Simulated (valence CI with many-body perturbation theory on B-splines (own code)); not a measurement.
# Lu⁵⁸⁺: what the settings do

Computed by configuration interaction combined with many-body perturbation theory (CI+MBPT): three valence electrons over a frozen Dirac-Fock core [Ne], radial functions for each j: 6 s, 6 p, 5 d, 3 f, 1 g, with the one-electron correlation potential Σ1 (screened to all orders), the two-electron term Σ2, the three-electron term Σ3, Breit, model QED; selected single and double excitations, second order for the rest, scaled by the run's own slope (own B-spline code, finite nucleus).

No measured spectrum was set against this ion. As an estimate, large intervals hold to a few tenths of a per cent, small ones and those within an open d or f shell to about a per cent.

The reference run has the lowest level (3s^2 3p1/2) J=1/2 and an ionisation energy of 6071.01 eV. Its largest variational space holds 2759 state functions.

Levels are named by their leading jj configuration (3d3/2^4 stands for four electrons in 3d with j = 3/2), which in mixed levels can hold well under half, so a name can repeat and another be missing. Letters in brackets count levels of one name in rising energy.

Changed runs:
A. correlating orbitals by l 3 3 3 2 1 → 4 4 0 0 0
B. screening of Σ1 on → off
C. scale of Σ1 1 → 0.8; selection threshold (hartree) 2e-08 → 1e-05
D. logarithmic knot step 0.27 → 0.8 (bad on purpose)

Excitation energies of the reference run in cm⁻¹, and shifts in cm⁻¹:

| Level | Reference | A | B | C | D |
| --- | --- | --- | --- | --- | --- |
| (3s 3p1/2^2) J=1/2 | 1262770 | +93 | -20 | +442 | -374 |
| (3s^2 3p3/2) J=3/2 | 2407990 | -11 | +8.5 | -268 | -20 |
| (3s 3p1/2 3p3/2) J=3/2 [a] | 3441550 | -1162 | -11 | +173 | -379 |
| (3s 3p1/2 3p3/2) J=5/2 | 3579570 | -128 | -10 | +167 | -383 |
| (3s 3p1/2 3p3/2) J=3/2 [b] | 3744190 | +430 | -5.7 | +165 | -342 |
| (3s 3p1/2 3p3/2) J=1/2 | 3820260 | +853 | -11 | +172 | -404 |
| (3s^2 3d3/2) J=3/2 | 4194730 | +2418 | +14 | +137 | -113 |
| (3s^2 3d5/2) J=5/2 | 4675450 | +1608 | +37 | -103 | -63 |
| (3p1/2^2 3p3/2) J=3/2 | 4987450 | +309 | -19 | +590 | -644 |
| (3s 3p1/2 3d3/2) J=3/2 [a] | 5095210 | +372 | -6.9 | +577 | -508 |
| (3s 3p1/2 3d3/2) J=5/2 | 5192180 | +1072 | 0 | +568 | -432 |
| (3s 3p1/2 3d3/2) J=1/2 | 5393880 | +2115 | -0.2 | +569 | -429 |
| Ionisation energy (eV) | 6071.01 | -0.19 | +0.009 | -0.23 | -0.013 |
